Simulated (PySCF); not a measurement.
An excited-state job on `C1=C[CH2][GeH]([CH]2CC2)[CH2]1`.

Method: TDDFT CAM-B3LYP/def2-SVPD, vertical, gas phase, core orbitals frozen in the response (PySCF 2.14.0, density-fitted response routines). Geometry: PBE0-D3(BJ)/def2-SVP. The command runs a driver script over a list of jobs; the input below is this job's line of settings and its coordinates in Å.

Command:
```bash
OMP_NUM_THREADS=1 python probes_run.py task.json out
```

Input:
```
{"job": {"kind": "uv", "xc": "CAM-B3LYP", "basis": "def2-SVPD", "ip": true}, "charge": 0, "multiplicity": 1}
C     -2.323393     0.804502    -0.100637
C     -2.320480    -0.376237    -0.738427
C     -1.143472    -1.304967    -0.622434
Ge     0.073578    -0.316537     0.576280
C      1.793077     0.115815    -0.206011
C      2.980265    -0.790959    -0.004833
C      2.944765     0.543062     0.667910
C     -1.150533     1.222832     0.742354
H     -3.185593     1.475953    -0.190664
H     -3.179639    -0.672182    -1.352083
H     -1.434684    -2.289364    -0.220191
H     -0.677068    -1.497163    -1.604012
H      0.339059    -1.039248     1.916829
H      1.731314     0.607528    -1.183420
H      2.855133    -1.684609     0.615154
H      3.667643    -0.929498    -0.844082
H      2.795909     0.569946     1.752264
H      3.607689     1.328743     0.294730
H     -0.685656     2.149448     0.364290
H     -1.444852     1.426323     1.785233
```

Output:
```
coarse grid: 73344 points
cycle   1  E = -2350.3807876267  dE =  5.248e-01  |g| = 5.103e-01  |ddm| = 7.904e+00
cycle   2  E = -2350.3946245427  dE = -1.384e-02  |g| = 4.907e-01  |ddm| = 1.447e+00
cycle   3  E = -2350.4307952624  dE = -3.617e-02  |g| = 3.054e-02  |ddm| = 7.500e-01
cycle   4  E = -2350.4310026720  dE = -2.074e-04  |g| = 9.586e-03  |ddm| = 1.056e-01
cycle   5  E = -2350.4310241913  dE = -2.152e-05  |g| = 3.145e-03  |ddm| = 2.931e-02
cycle   6  E = -2350.4310264048  dE = -2.214e-06  |g| = 4.499e-04  |ddm| = 8.225e-03
final grid: 155960 points
cycle   7  E = -2350.4309973376  dE = -1.096e-07  |g| = 3.383e-04  |ddm| = 9.399e-03
cycle   8  E = -2350.4309973438  dE = -6.218e-09  |g| = 3.136e-04  |ddm| = 1.633e-03
cycle   9  E = -2350.4309973672  dE = -2.338e-08  |g| = 3.579e-05  |ddm| = 7.311e-04
cycle  10  E = -2350.4309973675  dE = -2.983e-10  |g| = 1.641e-05  |ddm| = 1.101e-04
converged SCF energy = -2350.4309973675

Static polarisability (au): isotropic 106.809, principal 86.308 108.156 125.963

Singlet excitations
state   eV       nm        f      main configurations
  1   6.6624    186.1   0.00693   H->L 0.78, H->L+3 0.14
  2   7.0255    176.5   0.16065   H->L+2 0.75
  3   7.0959    174.7   0.00090   H-1->L+2 0.80, H-1->L+3 0.08
  4   7.3872    167.8   0.00337   H->L+1 0.81
  5   7.5210    164.9   0.03073   H-1->L 0.85
  6   7.6199    162.7   0.00490   H->L+5 0.34, H->L+4 0.18, H->L+3 0.16
  7   7.7321    160.3   0.08864   H-1->L+1 0.63, H-2->L 0.17
  8   7.7834    159.3   0.01064   H->L+7 0.33, H->L+3 0.24, H->L+8 0.13
  9   7.8047    158.9   0.00020   H-2->L+2 0.46, H-2->L+1 0.16, H-3->L+2 0.09
 10   7.8383    158.2   0.00242   H-2->L+1 0.33, H-1->L+3 0.20, H-2->L+2 0.18

Triplet excitations (Tamm-Dancoff, eV): 4.2841 6.5403 6.9556 7.2872
Vertical ionisation energy (delta-SCF) = 8.9907 eV
```

The SCF starts on a coarse grid where the log names one; the energy can jump when the final grid takes over, and dE then counts from the start density on the new grid. H and L stand for HOMO and LUMO; the number after each pair is its weight.

Task: Which computed singlet has the largest oscillator strength, and what do all of them sum to?

Result: State 2 at 7.03 eV (176 nm), f = 0.161; the 10 states sum to 0.309.

Task: How does the lowest singlet excitation compare with the HOMO–LUMO gap?

Result: HOMO -8.26 eV and LUMO 1.37 eV give a gap of 9.63 eV; S1 at 6.66 eV lies 2.97 eV below it.

Summary of the converged run: HOMO -8.26 eV, LUMO 1.37 eV; lowest singlet 6.66 eV; lowest triplet 4.28 eV (Tamm–Dancoff); mean polarisability 106.8 au.

 Relativistic effects, spin–orbit coupling among them, are left out although an element past zinc is present.

On an Intel Xeon at 2.70 GHz with one thread, on a shared host, this took 15 min of wall time and 1.3 GiB of memory at its peak.

One conformer stands for the species.
Labels such as C1 count atoms from 1, the log's own numbers from 0.
